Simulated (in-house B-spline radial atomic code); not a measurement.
Successive ionisation energies of lead; each step leads to the configuration of the next row (after the last: [Ne] 3s2 3p4). NIST's values go from ground level to ground level; the uncertainty of those that are theory runs from under 0.1 % in few-electron ions to several per cent in heavy many-electron ones. Computed with an all-electron radial atomic-structure program (B-spline basis): non-relativistic Hartree-Fock, average of the configuration, point nuclei.

This level leaves out relativity, spin-orbit splitting included, which matters for heavy ions.

| ion | configuration | ionisation energy (eV) | tabulated value (eV) | tabulated kind | computed minus tabulated (eV) | highest orbital | largest mean radius (bohr) |
| --- | --- | --- | --- | --- | --- | --- | --- |
| Pb54+ | [Ar] 3d10 | 5442.3 | 5414 | tabulated theory | 28 | 3d | 0.18986 |
| Pb55+ | [Ar] 3d9 | ? | ? | tabulated theory | ? | ? | ? |
| Pb56+ | [Ar] 3d8 | ? | ? | tabulated theory | ? | ? | ? |
| Pb57+ | [Ar] 3d7 | 5884.4 | 5862 | tabulated theory | 22 | 3d | 0.18732 |
| Pb58+ | [Ar] 3d6 | 6034.7 | 6015 | tabulated theory | 20 | 3d | 0.18648 |
| Pb59+ | [Ar] 3d5 | 6186.6 | 6162 | tabulated theory | 25 | 3d | 0.18565 |
| Pb60+ | [Ar] 3d4 | 6339.9 | 6442 | tabulated theory | -102 | 3d | 0.18482 |
| Pb61+ | [Ar] 3d3 | ? | ? | tabulated theory | ? | ? | ? |
| Pb62+ | [Ar] 3d2 | 6650.9 | 6767 | tabulated theory | -116 | 3d | 0.18318 |
| Pb63+ | [Ar] 3d1 | 6808.7 | 6924 | tabulated theory | -115 | 3d | 0.18237 |
| Pb64+ | [Ne] 3s2 3p6 | 7224.0 | 7362 | tabulated theory | -138 | 3p | 0.18157 |
| Pb65+ | [Ne] 3s2 3p5 | 7359.3 | 7500 | tabulated theory | -141 | 3p | 0.18097 |

(1) Fill in the row of Pb55+.

(2) Fill in the row of Pb56+.

(3) Fill in the row of Pb61+.

## Answers

(1) ionisation energy (eV): 5588.2; tabulated value (eV): 5555; computed minus tabulated (eV): 33; highest orbital: 3d; largest mean radius (bohr): 0.18901.

(2) ionisation energy (eV): 5735.5; tabulated value (eV): 5703; computed minus tabulated (eV): 33; highest orbital: 3d; largest mean radius (bohr): 0.18816.

(3) ionisation energy (eV): 6494.7; tabulated value (eV): 6597; computed minus tabulated (eV): -102; highest orbital: 3d; largest mean radius (bohr): 0.184.
